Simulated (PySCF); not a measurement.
Species: C₄H₇ClSi₂.
Geometry (GFN2-xTB, Å), atoms numbered from 1 in this order:
```xyz
14
C4H7ClSi2 angstrom
Cl    -1.9178    2.7287   -0.1189
C     -0.8162    1.3712   -0.0612
C      0.4917    1.5837   -0.0804
Si     1.7644    0.2033   -0.0252
C      0.8966   -1.4642    0.0622
C     -0.4223   -1.6489    0.0814
Si    -1.7175   -0.2875    0.0250
H      0.8689    2.5988   -0.1308
H      2.6196    0.3760    1.1596
H      2.5976    0.2618   -1.2364
H      1.5435   -2.3362    0.0993
H     -0.8074   -2.6630    0.1332
H     -2.5419   -0.3037    1.2391
H     -2.5600   -0.4206   -1.1692
```

Vertical excitations from PySCF (density fitting, frozen core in the response, grid level 2 and gas phase unless stated; continuum runs use non-equilibrium linear response for the excitations) on a GFN2-xTB geometry. Reference run:

```tsv
settings	S1, eV (f)	S2, eV (f)	S3, eV (f)	S4, eV (f)	S5, eV (f)	S6, eV (f)	T1, eV (Tamm–Dancoff)	mean α (au)
PBE0/def2-SVPD, full TDDFT, 6 singlets	5.68 (0.010)	5.68 (0.019)	5.89 (0.001)	5.91 (0.080)	6.13 (0.020)	6.35 (0.001)	3.90	111.2
```

Problem. What do these settings give: (1) PBE0/cc-pVDZ, IEF-PCM cyclohexane, level shift 0.2 Eh, TDA, 12 singlets; (2) HCTH407/def2-SVPD, damping 0.2 at the start, DIIS from the seventh cycle, fitting basis def2-qzvpp-jkfit, TDA, 3 singlets; (3) PBE0/def2-SVPD, IEF-PCM water, energy threshold 1e-11 Eh, full TDDFT, 25 singlets?

Solution. 
```csv
settings,"S1, eV (f)","S2, eV (f)","S3, eV (f)","S4, eV (f)","S5, eV (f)","S6, eV (f)","T1, eV (Tamm–Dancoff)",mean α (au)
"PBE0/cc-pVDZ, IEF-PCM cyclohexane, level shift 0.2 Eh, TDA, 12 singlets",5.76 (0.002),5.81 (0.065),6.09 (0.004),6.21 (0.089),6.31 (0.065),6.49 (0.001),–,110.6
"HCTH407/def2-SVPD, damping 0.2 at the start, DIIS from the seventh cycle, fitting basis def2-qzvpp-jkfit, TDA, 3 singlets",4.67 (0.010),5.14 (0.001),5.25 (0.024),–,–,–,3.92,114.2
"PBE0/def2-SVPD, IEF-PCM water, energy threshold 1e-11 Eh, full TDDFT, 25 singlets",5.66 (0.002),5.85 (0.106),5.86 (0.001),5.93 (0.070),6.03 (0.010),6.43 (0.001),3.93,157.4
```

(1) S1 moves by +0.08 eV; basis, environment and response scheme change together, so the shift can't be laid on one. (2) S1 moves by -1.01 eV; functional and response scheme change together, so the shift can't be laid on one. (3) S1 moves by -0.02 eV. States are counted by energy in each run and needn't keep their character from row to row.

Problem. Give the leading configurations of S1 (H = HOMO, L = LUMO) and the HOMO–LUMO gap of each run.

Solution. 
```
                                                                                                                 settings        S1 configurations (weight)  S1 (eV)  orbital gap (eV)  S1 − gap (eV)
                                                                                   PBE0/def2-SVPD, full TDDFT, 6 singlets  H−2→L 0.54, H→L 0.23, H→L+1 0.11     5.68              6.58          -0.90
                                                  PBE0/cc-pVDZ, IEF-PCM cyclohexane, level shift 0.2 Eh, TDA, 12 singlets                        H−2→L 0.89     5.76              6.66          -0.90
HCTH407/def2-SVPD, damping 0.2 at the start, DIIS from the seventh cycle, fitting basis def2-qzvpp-jkfit, TDA, 3 singlets              H→L 0.63, H→L+1 0.36     4.67              4.58          +0.09
                                        PBE0/def2-SVPD, IEF-PCM water, energy threshold 1e-11 Eh, full TDDFT, 25 singlets          H−2→L 0.67, H−2→L+1 0.28     5.66              6.68          -1.02
```

Where S1 or the frontier orbitals are degenerate, the weights hang on an arbitrary mixing within the set.

The species at its GFN2-xTB geometry.
